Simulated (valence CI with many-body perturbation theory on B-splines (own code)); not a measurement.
**Level structure of Pr II**

Computed by valence CI with perturbative core correlation (CI+MBPT): four valence electrons over a frozen Dirac-Fock core [Xe], radial functions for each j: 8 s, 8 p, 9 d, 9 f, 6 g, 3 h, 2 i, with the one-electron correlation potential Σ1 (screened to all orders), the two-electron term Σ2, the three-electron term Σ3, Breit, model QED; the open f shell's mean field enters the energy denominators; selected single and double excitations, second order for the rest, scaled by the run's own slope (own B-spline code, finite nucleus).

Set against measurement, 19 paired levels are off by 1500 cm⁻¹ on average, the worst by 2587. These come from a selection out of the NIST Handbook of Basic Atomic Spectroscopic Data. Levels without a partner in it may be off by more, other configurations by several thousand cm⁻¹. Among the levels kept, up to 880 cm⁻¹ of a level comes from second order outside the variational space, and about a tenth of that is noise between levels of different J, which matters for small intervals.

Levels 46 to 68 of 68, with energies above the lowest level, 4f3 6s 5I°_4. "Leading %" is the weight of the configuration and term that name the level; weights of strongly mixed levels are sums over their largest components and can fall short. In the jj column 3d3/2^4 stands for four electrons in 3d with j = 3/2. Lifetimes count E1, E2, E3, M1 and M2 decay at the calculated energies, and are blank where another channel may lead or the interval is too uncertain; long ones can be off by a factor of two.

```
No.  Configuration  Term  J  E (cm⁻¹)  Leading %  Lifetime                      Leading jj
 46         4f3 5d   3H°  6      9423         47                4f5/2 4f7/2^2 5d3/2 (27 %)
 47         4f3 6s   5F°  3      9472         86                   4f5/2^2 4f7/2 6s (67 %)
 48         4f3 5d   5G°  5      9546         70                4f5/2 4f7/2^2 5d5/2 (46 %)
 49         4f3 5d   3K°  7      9675         55                4f5/2 4f7/2^2 5d5/2 (57 %)
 50         4f3 6s   3F°  2      9871         73                   4f5/2^2 4f7/2 6s (60 %)
 51         4f3 5d   5I°  8     10096         75    5.77 s      4f5/2 4f7/2^2 5d3/2 (29 %)
 52         4f3 5d   5D°  1     10097         73    25.1 s      4f5/2^2 4f7/2 5d3/2 (62 %)
 53        4f2 5d2    5I  5     10116         82                4f5/2^2 5d3/2 5d5/2 (35 %)
 54         4f3 5d   5H°  7     10120         53                      4f7/2^3 5d5/2 (38 %)
 55        4f2 5d2    3K  6     10134         51   14.6 μs      4f5/2^2 5d3/2 5d5/2 (56 %)
 56         4f3 6s   5F°  4     10160         81                   4f5/2^2 4f7/2 6s (50 %)
 57        4f2 5d2    5K  5     10198         82                    4f5/2^2 5d3/2^2 (47 %)
 58         4f3 6s   5S°  2     10246         88     242 s         4f5/2^2 4f7/2 6s (56 %)
 59         4f3 5d   3G°  4     10551         69                4f5/2 4f7/2^2 5d5/2 (65 %)
 60         4f3 5d   5D°  2     10585         79                4f5/2^2 4f7/2 5d3/2 (44 %)
 61         4f3 5d   5D°  3     10698         42                4f5/2^2 4f7/2 5d3/2 (29 %)
 62         4f3 6s   3F°  3     10729         53                   4f5/2^2 4f7/2 6s (41 %)
 63        4f2 5d2    5L  8     10773         95   10.8 μs  4f5/2 4f7/2 5d3/2 5d5/2 (62 %)
 64         4f3 5d   5G°  6     10912         80                4f5/2 4f7/2^2 5d5/2 (24 %)
 65         4f3 5d   3L°  8     10938         65    2.36 s      4f5/2 4f7/2^2 5d5/2 (36 %)
 66         4f3 6s   5F°  5     11080         71                   4f5/2 4f7/2^2 6s (81 %)
 67         4f3 6s   3S°  1     11084         88    97.2 s         4f5/2^2 4f7/2 6s (53 %)
 68        4f2 5d2    3H  4     11135         34   20.3 μs      4f5/2^2 5d3/2 5d5/2 (40 %)
```

Names give the largest LS component (configuration and term), which can be under half, so a name can repeat, a term be missing and a line seem to break the LS rules; names also repeat where a configuration has a term twice.

Where two levels of one J and parity lie close, their mixing, g and order are uncertain.
